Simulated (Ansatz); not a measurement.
Cost and result for the atomization energy of H4S4Sn (`[SH][Sn]([SH])([SH])[SH]`) (9 atoms, 8 bonds).

```xyz
9

S     0.547   -2.346   -0.077
Sn    0.159   -0.005    0.239
S     0.150    0.567    2.556
S    -1.951    0.407   -0.822
S     1.901    1.359   -0.669
H    -0.143   -2.347   -1.231
H    -1.123    0.159    2.703
H    -1.660    1.705   -1.018
H     2.119    0.501   -1.680
```

Total charge 0; spin multiplicity 1. Correlated methods include outer-core shells of Sn, which these sets cover unevenly. Sn takes the def2 core potential. All single points use the PBE0-D4/def2-TZVP geometry. It is one conformer, not always the lowest. Program: Ansatz. All runs use 2 threads of an AMD EPYC 7R13 on a shared host and a share of an NVIDIA H100 80 GB. Times are those of one run each, without the atoms' runs, and a repeat can differ threefold. Electronic energies, without spin–orbit coupling; frozen cores. CCSD(T)/CBS adds CCSD(T) − MP2 in def2-TZVPP to the MP2 limit, and its time is that of the two runs behind it. T1 = 0.012. With those shells the extrapolation isn't a true limit. B3LYP takes the VWN-RPA correlation (the form of Gaussian; ORCA's B3LYP/G). HSE06 is the plane-wave form, built on full-range PBE exchange.

CCSD(T)/CBS is a level of theory with its own doubt, some kJ/mol a heavy atom from the limit and from the frozen cores, so smaller differences don't rank the functionals.

| level | functions | wall time |
| --- | --- | --- |
| LDA (SPW92)/def2-TZVPP | 274 | 6.5 s |
| BLYP-D4/def2-TZVPP | 274 | 7 s |
| CCSD(T)/def2-SVP | 118 | 7.5 s |
| MP2/def2-QZVPP | 482 | 8.5 s |
| B2PLYP/def2-TZVPP | 274 | 9.1 s |
| B3LYP-D4/def2-TZVPP (with forces) | 274 | 10 s |
| CCSD(T)/def2-TZVPP | 274 | 11 s |
| ωB97X-V/def2-TZVPP | 274 | 11 s |
| CAM-B3LYP-D4/def2-TZVPP | 274 | 11 s |
| B97M-V/def2-TZVPP | 274 | 11 s |
| HSE06-D4/def2-TZVPP | 274 | 13 s |
| ωB97M-V/def2-TZVPP (with forces) | 274 | 14 s |
| CCSD(T)/CBS(def2) | – | 19 s |

(1) What atomization energy does each give, and how far from CCSD(T)/CBS? (Estimate.)

Results:

(1) Ansatz gave: 
```json
{"level": "LDA (SPW92)/def2-TZVPP", "atomization (kJ/mol)": "2926.9", "difference from CCSD(T)/CBS": "390.8", "per bond": "48.8"}
{"level": "BLYP-D4/def2-TZVPP", "atomization (kJ/mol)": "2476.8", "difference from CCSD(T)/CBS": "-59.3", "per bond": "-7.4"}
{"level": "CCSD(T)/def2-SVP", "atomization (kJ/mol)": "2239.4", "difference from CCSD(T)/CBS": "-296.7", "per bond": "-37.1"}
{"level": "MP2/def2-QZVPP", "atomization (kJ/mol)": "2514.5", "difference from CCSD(T)/CBS": "-21.6", "per bond": "-2.7"}
{"level": "B2PLYP/def2-TZVPP", "atomization (kJ/mol)": "2436.2", "difference from CCSD(T)/CBS": "-99.9", "per bond": "-12.5"}
{"level": "B3LYP-D4/def2-TZVPP (with forces)", "atomization (kJ/mol)": "2482.5", "difference from CCSD(T)/CBS": "-53.6", "per bond": "-6.7"}
{"level": "CCSD(T)/def2-TZVPP", "atomization (kJ/mol)": "2422.5", "difference from CCSD(T)/CBS": "-113.6", "per bond": "-14.2"}
{"level": "ωB97X-V/def2-TZVPP", "atomization (kJ/mol)": "2544.4", "difference from CCSD(T)/CBS": "8.3", "per bond": "1.0"}
{"level": "CAM-B3LYP-D4/def2-TZVPP", "atomization (kJ/mol)": "2471.3", "difference from CCSD(T)/CBS": "-64.8", "per bond": "-8.1"}
{"level": "B97M-V/def2-TZVPP", "atomization (kJ/mol)": "2577.3", "difference from CCSD(T)/CBS": "41.2", "per bond": "5.1"}
{"level": "HSE06-D4/def2-TZVPP", "atomization (kJ/mol)": "2508.9", "difference from CCSD(T)/CBS": "-27.2", "per bond": "-3.4"}
{"level": "ωB97M-V/def2-TZVPP (with forces)", "atomization (kJ/mol)": "2534.5", "difference from CCSD(T)/CBS": "-1.6", "per bond": "-0.2"}
{"level": "CCSD(T)/CBS(def2)", "atomization (kJ/mol)": "2536.1", "difference from CCSD(T)/CBS": "0.0", "per bond": "0.0"}
```

In def2-TZVPP, CCSD(T) changes the Hartree–Fock value by +761.9 kJ/mol (the triples alone add +63.1 kJ/mol) and MP2 by +787.1 kJ/mol; breaking electron pairs costs correlation energy, which Hartree–Fock lacks. Leaving LDA and LC-ωPBE aside and taking each functional with its dispersion term where it has one, the values, not all of them listed here, spread over 163.8 kJ/mol, from BHLYP-D4 to B97M-V. LDA lies +408.7 kJ/mol from PBE without D4, its usual overbinding. The D4 term adds +57.9 kJ/mol with B3LYP and +31.3 kJ/mol with PBE0; it sums over pairs of atoms, weighted by their polarisabilities, and B3LYP, whose exchange is more repulsive, gets the larger term.

Spin–orbit coupling would lower the free Sn atoms strongly, and the atomization energy with them, by more than many differences here. For some Ge, Se and Sn compounds the MP2-based and the directly extrapolated limit differ by 10 to 25 kJ/mol.
